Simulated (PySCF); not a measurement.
C6H8FO2Si (charge -1).
Numbering: `[CH3:1][C:2]1=[CH:3][Si@:4]([F:5])([C:6](=[O:7])[O-:8])[CH2:9][CH2:10]1`

NICS is the negative of the GIAO shielding at a point without a nucleus: at the ring centre (0) and 1 Å above and below it (1); zz is the component along the ring normal. Level: GIAO PBE0/pcSseg-1 (PySCF, non-relativistic, gas phase) on the GFN2-xTB geometry, one conformer.

Ring bond lengths (Å), with Mayer bond orders in brackets: C2–C3 1.329 (1.91), C3–Si4 1.881 (0.80), Si4–C9 1.916 (0.79), C9–C10 1.531 (1.05), C10–C2 1.507 (1.00).

Question: What do the NICS probes read (ppm)?

Answer: 
```json
{"ring": "C2–C3–Si4–C9–C10", "type": "5-membered ring with Si; formal bonds 1 double, 4 single", "NICS(0)": "-1.8", "NICS(1), two faces": "-3.2 / -3.2", "NICS(1)zz, two faces": "-2.2 / -1.2", "rms pucker (Å)": "0.11", "centre to ring atoms, mean (Å)": "1.38"}
```

Question: What can be read from them?

Answer: 
- C2–C3–Si4–C9–C10: mean NICS(1)zz -1.7 ppm, near zero. Si4, C9, C10 have four or more neighbours; no verdict on aromaticity is drawn.

Question: At the first NICS(1) probe listed for ring C2–C3–Si4–C9–C10, 1 Å off the ring, what do the in-plane components average?

Answer: The isotropic value is a third of the trace: (3 × -3.2 − (-2.2))/2 = -3.7 ppm.

Question: List the ring angles and the Hirshfeld charges of the ring atoms.

Answer: 
- C2–C3–Si4–C9–C10: C2 117.3° (+0.005 e), C3 112.0° (-0.172 e), Si4 89.9° (+0.371 e), C9 105.6° (-0.179 e), C10 110.3° (-0.080 e); sum 535.2° against 540° for a flat convex ring.
